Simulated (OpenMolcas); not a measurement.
# 3d2 along the 20-electron sequence

```
Program             : OpenMolcas
Method              : SS-RASPT2, IPEA 0.25 Eh, imaginary shift 0.1 Eh
Basis               : ANO-R2
Scalar Hamiltonian  : X2C, finite nucleus
Spin-orbit coupling : RASSI with atomic mean-field integrals over the reference wave functions, term energies averaged over their components
```

Active space for each ion: 8 electrons in 8 orbitals (RAS1 3p, at most 2 holes; RAS2 3d); closed shells correlated by CASPT2: 3s.

Computed levels in cm-1 above 3F2:

```json
{"Level": "3F3", "Cr4+": "541", "Mn5+": "770", "Co7+": "1437"}
{"Level": "3F4", "Cr4+": "1229", "Mn5+": "1738", "Co7+": "3200"}
{"Level": "1D2", "Cr4+": "13590", "Mn5+": "15640", "Co7+": "19970"}
{"Level": "3P0", "Cr4+": "16030", "Mn5+": "18560", "Co7+": "23060"}
{"Level": "3P1", "Cr4+": "16230", "Mn5+": "18830", "Co7+": "23590"}
{"Level": "3P2", "Cr4+": "16650", "Mn5+": "19450", "Co7+": "24840"}
{"Level": "1G4", "Cr4+": "22860", "Mn5+": "26040", "Co7+": "32990"}
{"Level": "1S0", "Cr4+": "51700", "Mn5+": "59800", "Co7+": "75580"}
{"Level": "weight of 3F in the lowest level (%)", "Cr4+": "100", "Mn5+": "100", "Co7+": "100"}
```

Measured, with the error of the calculation in %. Measured levels: Cr4+ from Sugar and Corliss, J. Phys. Chem. Ref. Data 6, 317 (1977); Mn5+ from Corliss and Sugar, J. Phys. Chem. Ref. Data 6, 1253 (1977); Co7+ from Sugar and Corliss, J. Phys. Chem. Ref. Data 10, 1097 (1981).

| Level | Cr4+ | Mn5+ | Co7+ |
| --- | --- | --- | --- |
| 3F3 | 508 (+6.5) | 746 (+3.2) | 1430 (+0.5) |
| 3F4 | 1142 (+7.7) | 1669 (+4.1) | 3144 (+1.8) |
| 1D2 | 13188 (+3.0) | 15336 (+2.0) | 19624 (+1.7) |
| 3P0 | 15492 (+3.5) | 17782 (+4.4) | 22304 (+3.4) |
| 3P1 | 15677 (+3.5) | 18057 (+4.3) | 22839 (+3.3) |
| 3P2 | 16041 (+3.8) | 18628 (+4.4) | 24055 (+3.3) |
| 1G4 | 22019 (+3.8) | 25511 (+2.1) | 32360 (+2.0) |
| 1S0 | 51146 (+1.1) |  | 74247 (+1.8) |

The fine-structure level 3F4 changes by a factor of 2.6 from Cr4+ to Co7+. Its fourth root runs 5.92, 6.46, 7.52, with steps per unit of Z of 0.54, 0.53; equal steps would mean a (Z - σ)^4 law with constant σ.

1D2 changes by a factor of 1.47 over the same range, with steps per unit of Z of +2050, +2160 cm-1.

Term energies are means over components that CASPT2 splits; among the terms shown or strongly mixed into the levels shown the widest spread is 410 cm-1 (3d2 3F, Mn5+). Active for correlation alone: 3p; no level in the range computed is led by a configuration that opens it, so any true level of that kind is missing. Measured partners are found by configuration, term and J. A level has none where our copy of the source lacks it or the pairing is in doubt (some pairs that miss far off the trend of their configuration count as doubtful), and it then counts in no deviation. Levels of configurations outside the active space are missing.
